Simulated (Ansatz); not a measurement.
Program: Ansatz. Geometries: PBE0-D4/def2-TZVP. ΔE: electronic, gas phase. CCSD(T)/CBS adds triple-zeta CCSD(T) − MP2 to the extrapolated MP2 energy (def2 sets, frozen cores). This one scheme is used for every species. DFT in def2-TZVPP. B3LYP here is the variant with VWN-RPA as its local correlation; programs differ in this. One conformer a species, not always the lowest.

Reaction (substitution at a C–C bond): `CC(O)(O)O` + `[OH][Al]([OH])[Cl]` → `C[O][Al]([OH])[Cl]` + `OC(O)O`

| level | ΔE (kJ/mol) | difference from CCSD(T)/CBS |
| --- | --- | --- |
| PBE-D4 | 70.1 | -9.1 |
| B3LYP-D4 | 65.6 | -13.6 |
| PBE | 68.7 | -10.5 |
| r2SCAN | 75.9 | -3.3 |
| MP2/def2-TZVPP | 81.7 | 2.5 |
| SCS-MP2/def2-TZVPP | 74.8 | -4.4 |
| CCSD/def2-TZVPP | 74.3 | -4.9 |
| CCSD(T)/def2-TZVPP | 76.3 | -2.9 |
| SCS-MP2/def2-QZVPP | 76.4 | -2.8 |
| HF/CBS(def2) | 59.2 | -20.0 |
| CCSD(T)/CBS | 79.2 | 0 |

Largest T1 diagnostic among the species: 0.011.

In def2-TZVPP, CCSD(T) changes the Hartree–Fock value by +16.5 kJ/mol (the triples alone add +2.0 kJ/mol) and MP2 by +21.8 kJ/mol.
